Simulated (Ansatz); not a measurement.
Start from `[CH3][Mg][N](C)C` and change one atom or group to get `C[N](C)[AlH][Cl]`.

Ansatz, PBE0-D4/def2-TZVP geometries, multiplicity 1. Each molecule was computed in one conformer, which needn't be the lowest.

```csv
property,`[CH3][Mg][N](C)C`
HOMO energy (ωB97M-V/def2-TZVPP) / eV,-7.61
HOMO energy (B3LYP/def2-TZVPP) / eV,-5.13
HOMO–LUMO gap (PBE0/def2-TZVPP) / eV,4.62
LUMO energy (PBE0/def2-TZVPP) / eV,-0.69
HOMO–LUMO gap (B3LYP/def2-TZVPP) / eV,4.18
LUMO energy (B3LYP/def2-TZVPP) / eV,-0.95
```

(1) Give the same properties after the change, and the shifts. (Estimate.)

## Answers

(1) Computed: 
```
                             property  `C[N](C)[AlH][Cl]`  shift
HOMO energy (ωB97M-V/def2-TZVPP) / eV               -8.95  -1.34
  HOMO energy (B3LYP/def2-TZVPP) / eV               -6.46  -1.33
 HOMO–LUMO gap (PBE0/def2-TZVPP) / eV                6.10   1.48
   LUMO energy (PBE0/def2-TZVPP) / eV               -0.57   0.12
HOMO–LUMO gap (B3LYP/def2-TZVPP) / eV                5.70   1.52
  LUMO energy (B3LYP/def2-TZVPP) / eV               -0.77   0.18
```

With PBE0 the HOMO falls by 1.36 eV and the LUMO rises by 0.12 eV, so the gap widens by about 1.48 eV. PBE moves the HOMO by -1.34 eV and ωB97M-V by -1.34 eV.

B3LYP here is the variant with VWN-RPA as its local correlation; programs differ in this.
